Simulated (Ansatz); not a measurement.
Na₈Li⁻, relaxed as a singlet with RKS r2SCAN/def2-SVPD in Ansatz, starting from packed atoms. Force threshold 0.02 eV/Å.

The restricted singlet is unstable towards broken spin symmetry in Hartree–Fock (as tested in another run); at r2SCAN/def2-SVPD this wasn't settled. The structure comes from a short search, and lower isomers may exist.

Start:

```xyz
9

Li    0.015    1.025    0.337
Na   -2.744    0.807   -1.787
Na   -2.368   -0.362    1.259
Na    1.105    3.718    1.664
Na    1.249   -2.418   -0.530
Na    2.836    0.434    0.460
Na    1.493    0.227   -2.628
Na   -1.988   -2.399   -1.304
Na    0.402   -1.031    2.528
```

| step | energy (eV) | largest force component (eV/Å) | SCF passes |
| --- | --- | --- | --- |
| 1 | -35516.1398 | 0.375 | 23 |
| 2 | -35516.3859 | 0.261 | 34 |
| 3 | -35516.5716 | 0.193 | 28 |
| 4 | -35516.6886 | 0.135 | 27 |
| 5 | -35516.7736 | 0.115 | 28 |
| 6 | -35516.8485 | 0.070 | 27 |
| 7 | -35516.8997 | 0.048 | 27 |
| 8 | -35516.9319 | 0.037 | 27 |
| 9 | -35516.9405 | 0.024 | 24 |
| 10 | -35516.9447 | 0.015 | 23 |
| 11 | -35516.9485 | 0.019 | 23 |
| 12 | -35516.9538 | 0.022 | 24 |
| 13 | -35516.9607 | 0.017 | 28 |
| 14 | -35516.9667 | 0.009 | 27 |

Force components are those of the run's own axes.

End:

```tsv
atom	x (Å)	y (Å)	z (Å)
Li1	-0.358	1.447	0.405
Na2	-1.964	0.043	-2.154
Na3	-2.437	-1.019	1.119
Na4	1.966	3.415	1.599
Na5	0.558	-1.887	-0.544
Na6	3.123	0.192	0.533
Na7	1.364	1.502	-2.189
Na8	-2.835	-3.530	-1.662
Na9	0.583	-0.164	2.892
```

Bonds formed: Na2–Na5, Na2–Na7, Na3–Na5 (atoms count from 1). Metal–metal contacts that move far: Li1–Na6 2.88 to 3.70 Å, Na5–Na8 3.33 to 3.93 Å.

The force fell under the threshold at step 10, but the optimiser went on and released 0.022 eV more. No frequencies were taken in this run, so the end may be a saddle point.

Hardware: 4 threads of Arm Neoverse V2 on a shared host. Wall time 100 s.
